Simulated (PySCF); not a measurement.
Computed shifts of a molecule C5H5N, PBE/pcSseg-1 run with PySCF, GIAO, gas phase, equivalent atoms averaged, in ppm (number of nuclei): ¹³C: 227.8 (1), 108.0 (1), 92.7 (1), 91.4 (1), 82.9 (1). ¹⁵N: 68.1 (1). ¹H: 6.06 (2), 3.44 (1), 1.82 (2). References: ¹³C against TMS (σ = 182.0 ppm); ¹⁵N against NH3 (σ = 267.0 ppm); ¹H against TMS (σ = 31.49 ppm), references at their B3LYP-D3(BJ)/def2-TZVP geometries, non-relativistic. The structure is a stationary point at B3LYP-D3(BJ)/def2-SVP. Other conformers were not sampled.

### Question
Identify the compound among the candidates.
A. C#C/C=N/C=C
B. C=C1C=CC=N1
C. N#C[C@H]1C=CC1
D. C#CC(N)=C=C

### Answer
D, C#CC(N)=C=C
